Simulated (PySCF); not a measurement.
Bonding in `C#C[SiH2][Si@H]1C[C@@H](F)C1`

C5H9FSi2.
Atom-mapped SMILES: `[CH:1]#[C:2][SiH2:3][Si@H:4]1[CH2:5][C@@H:6]([F:7])[CH2:8]1` (hydrogens: H9 on C1; H10, H11 on Si3; H12 on Si4; H13, H14 on C5; H15 on C6; H16, H17 on C8)

Geometry (GFN2-xTB, Å), atoms numbered from 1 in this order:
```xyz
17
C5H9FSi2 angstrom
C      3.4720   -2.4716    0.6606
C      2.9026   -1.4571    0.3559
Si     2.0319    0.1071   -0.1032
Si    -0.2165   -0.3802   -0.3254
C     -1.4226    0.2511    1.0286
C     -2.2856    0.9184   -0.0432
F     -2.6697    2.2009    0.3018
C     -1.3360    0.8841   -1.2417
H      3.9703   -3.3598    0.9265
H      2.3479    1.0777    0.9555
H      2.6491    0.5769   -1.3519
H     -0.5950   -1.7472   -0.7259
H     -1.9620   -0.4513    1.6582
H     -0.9884    1.0100    1.6779
H     -3.2146    0.3721   -0.2322
H     -1.8173    0.6198   -2.1796
H     -0.8729    1.8609   -1.3720
```

Bond orders from the PBE0/pcSseg-1 density (PySCF). The structure is a single GFN2-xTB conformer in the gas phase; no vibrational or solvent corrections.

(1) How far do the computed orders between heavy atoms stray from the drawn ones?

(2) Give the Mayer order of every bond, beside its length.

## Answers

(1) The largest departure is 0.446, at C1–C2 (drawn triple, 2.554). Drawn double or triple, more than 0.30 short of the drawn order: C1–C2 (2.554).

(2) 
```tsv
bond	drawn as	length (Å)	Mayer order
C1–C2	triple	1.203	2.554
C2–Si3	single	1.848	0.919
Si3–Si4	single	2.311	0.902
Si4–C5	single	1.920	0.913
C5–C6	single	1.529	1.000
C6–F7	single	1.383	0.884
C6–C8	single	1.529	0.999
C8–Si4	single	1.921	0.907
C1–H9	single	1.053	1.087
Si3–H10	single	1.471	0.944
Si3–H11	single	1.470	0.935
Si4–H12	single	1.474	0.941
C5–H13	single	1.087	0.950
C5–H14	single	1.089	0.932
C6–H15	single	1.094	0.950
C8–H16	single	1.087	0.951
C8–H17	single	1.089	0.933
```

Bonds between the same two heavy elements. C–C: lowest C6–C8 and C5–C6 (0.999, 1.529 Å), highest C1–C2 (2.554, 1.203 Å). C–Si: all 3 within 0.02 of one another (0.907 to 0.919). Bonds named together lie within 0.004.

Sum the orders of all bonds at each heavy atom with more than one neighbour and set the sums beside the valence in the SMILES.

C1 3.641 (drawn 4), C2 3.473 (drawn 4), Si3 3.700 (drawn 4), Si4 3.663 (drawn 4), C5 3.795 (drawn 4), C6 3.833 (drawn 4), C8 3.790 (drawn 4). Orders between atoms that aren't bonded are not in these sums.

For a closed shell the Mayer order of atoms A and B is Σ (PS)μν (PS)νμ over the basis functions μ on A and ν on B, with P the density and S the overlap matrix.
